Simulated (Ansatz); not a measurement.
Correlation energies of C3H7FSi, SMILES `C=C([SiH3])CF` by basis set

Z-matrix (Å, degrees):
```
Si
C 1 1.870
H 1 1.489 2 110.6
H 1 1.489 2 110.6 3 -118.9
H 1 1.484 2 108.6 3 120.5
C 2 1.493 1 118.1 3 59.5
C 2 1.331 1 120.2 3 -120.4
F 6 1.379 2 112.6 1 -180.0
H 6 1.097 2 110.5 1 -59.6
H 6 1.097 2 110.5 1 59.7
H 7 1.085 2 121.5 1 180.0
H 7 1.084 2 121.4 1 -0.0
```

The species carries charge 0 and has multiplicity 1. Geometry: relaxed with PBE0-D4/def2-TZVP. It is one conformer, not always the lowest. Frozen core, restricted reference, Ansatz. CBS rows extrapolate triple and quadruple zeta; past MP2 they add the triple-zeta difference.

| basis | HF (Eh) | MP2 corr. | CCSD corr. | (T) | CCSD(T) total |
| --- | --- | --- | --- | --- | --- |
| def2-TZVPP | ? | -0.86779 | ? | -0.03526 | ? |
| def2-QZVPP | ? | -0.93276 | – | – | – |
| CBS(def2) | ? | -0.98088 | -1.02871 | as TZ | ? |

(1) Fill in the withheld values. (An estimate is asked.)

Results:

(1) Ansatz gave: def2-TZVPP HF (Eh): -506.11894; def2-TZVPP CCSD corr.: -0.91562; def2-TZVPP CCSD(T) total: -507.06982; def2-QZVPP HF (Eh): -506.13761; CBS(def2) HF (Eh): -506.14018; CBS(def2) CCSD(T) total: -507.20415.
